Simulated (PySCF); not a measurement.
YbN: frontier orbitals

PBE0 at R = 2.071 Å; Yb x2c-SVPall, N x2c-SVPall; spin-free X2C with a Gaussian nucleus (PySCF 2.14). State: quartet, about 13.0 electrons in the 4f shell (Mulliken), real f orbitals that mix terms, a second solution, started from another occupation. Only the outer orbitals are listed, counted within each symmetry.

```json
{"spin": "α", "orbital": "8π", "occ.": "1", "ε (eV)": "-7.83", "on Yb (%)": "16", "main shells (%)": "84 N p, 13 Yb d"}
{"spin": "α", "orbital": "15σ", "occ.": "1", "ε (eV)": "-7.51", "on Yb (%)": "20", "main shells (%)": "76 N p, 10 Yb d, 9 Yb s"}
{"spin": "α", "orbital": "8π", "occ.": "1", "ε (eV)": "-6.50", "on Yb (%)": "23", "main shells (%)": "77 N p, 19 Yb d"}
{"spin": "α", "orbital": "16σ", "occ.": "1", "ε (eV)": "-5.24", "on Yb (%)": "97", "main shells (%)": "78 Yb s, 15 Yb d"}
{"spin": "α", "orbital": "4δ", "occ.": "0", "ε (eV)": "-1.42", "on Yb (%)": "100", "main shells (%)": "99 Yb d"}
{"spin": "α", "orbital": "4δ", "occ.": "0", "ε (eV)": "-1.33", "on Yb (%)": "100", "main shells (%)": "100 Yb d"}
{"spin": "α", "orbital": "9π", "occ.": "0", "ε (eV)": "-1.16", "on Yb (%)": "99", "main shells (%)": "59 Yb p, 40 Yb d"}
{"spin": "β", "orbital": "8π", "occ.": "1", "ε (eV)": "-5.65", "on Yb (%)": "31", "main shells (%)": "69 N p, 26 Yb d"}
{"spin": "β", "orbital": "15σ", "occ.": "1", "ε (eV)": "-5.32", "on Yb (%)": "59", "main shells (%)": "49 Yb s, 37 N p"}
{"spin": "β", "orbital": "3δ", "occ.": "0", "ε (eV)": "-4.71", "on Yb (%)": "100", "main shells (%)": "100 Yb f"}
{"spin": "β", "orbital": "16σ", "occ.": "0", "ε (eV)": "-2.88", "on Yb (%)": "70", "main shells (%)": "42 Yb s, 29 N p, 24 Yb d"}
{"spin": "β", "orbital": "8π", "occ.": "0", "ε (eV)": "-2.57", "on Yb (%)": "50", "main shells (%)": "50 N p, 46 Yb d"}
```

Task: Which are the highest filled and the lowest empty level, where do they sit, and how wide is the gap?

Result: Highest filled α 16σ at -5.24 eV (in %: 78 Yb s, 15 Yb d); lowest empty β 3δ at -4.71 eV (in %: 100 Yb f); the gap at PBE0 is 0.53 eV.

* bond order (Mayer): 2.03
* ⟨S²⟩: 3.791
* charge on Yb (Mulliken, basis-dependent): 0.37
* charge on Yb (Löwdin, basis-dependent): 0.23
* dipole moment (positive dipole means Yb(−)N(+)): -4.37 D

Spin–orbit coupling is left out.
